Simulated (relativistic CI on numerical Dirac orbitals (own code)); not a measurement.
Calculated at this level of theory: Dirac-Coulomb-Breit CI, orbitals from a KLI potential per configuration, a model potential for QED, unscaled Slater integrals (own radial code, finite nucleus).

The strongest absorption lines from the ground level of an ion, among the configurations computed and to levels below about 375 eV (vacuum wavelength in nm, gf): 3.3322 (0.37), 3.3395 (0.36), 3.3599 (0.5), 3.3644 (0.44), 4.6107 (0.6), 4.6350 (0.32), 4.6957 (0.37), 7.4652 (1.4).

Problem. Which ion is it?
A. Zr¹³⁺
B. Mo¹⁵⁺
C. Mo¹⁷⁺
D. Pd¹⁹⁺

Solution. B. Mo¹⁵⁺ has 27 electrons and the ground level 3s²3p⁶3d⁹ ²D5/2; the strongest line goes to 3s²3p⁵3d¹⁰ ²P°3/2. The pattern of lines fixes the number of electrons, and along that sequence the line energies rise steadily with the charge (about as its square where n changes within one kind of shell, about linearly where n is kept but much faster in heavy ions where fine structure, which grows about as Z⁴, sets the gap, and irregularly where shells cross), which fixes Z. Configurations outside the model, such as inner-shell arrays, can give stronger lines. At this charge energies of transitions that change n are usually good to better than 1 %, and those within a shell (Δn = 0) to a few per cent.

LS names give the leading component of a level, which can be under half, so a name can repeat, a term be missing and a line seem to break the LS rules.
